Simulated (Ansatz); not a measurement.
Reaction (SMILES): C[N]B(C)C → [CH2]B(C)NC
Structures are relaxed separately at B3LYP-D3(BJ)/def2-TZVP in Ansatz (a first-principles code), one conformer each, not searched for the lowest. Frequencies are from Ansatz.

Property: isomerisation energy (enthalpy at 298 K, with B3LYP-D3(BJ) rigid-rotor harmonic-oscillator terms), in kcal/mol. Correlated levels leave the core frozen unless marked. UHF or UKS for open shells. No spin-orbit coupling. Non-relativistic. Basis-set limits of correlation are two-point, X^-3; Hartree-Fock from the larger set.

```tsv
level	program	isomerisation energy (kcal/mol)
HF/STO-3G	Ansatz	-1.8
HF/6-31G	Ansatz	-10.8
PBE-D4/def2-TZVPD	Ansatz + dftd4	-7.2
BLYP-D4/def2-TZVPD	Ansatz + dftd4	-7.1
PBE0/STO-3G	Ansatz	-1.1
PBE0-D4/def2-TZVP	Ansatz + dftd4	-9.2
r2SCANh-D4/def2-TZVPD	Ansatz + dftd4	-9.2
```

Question: Estimate the value at CCSD(T)/CBS(cc-pVTZ,cc-pVQZ) as computed with Ansatz.

Answer: -12.1 kcal/mol
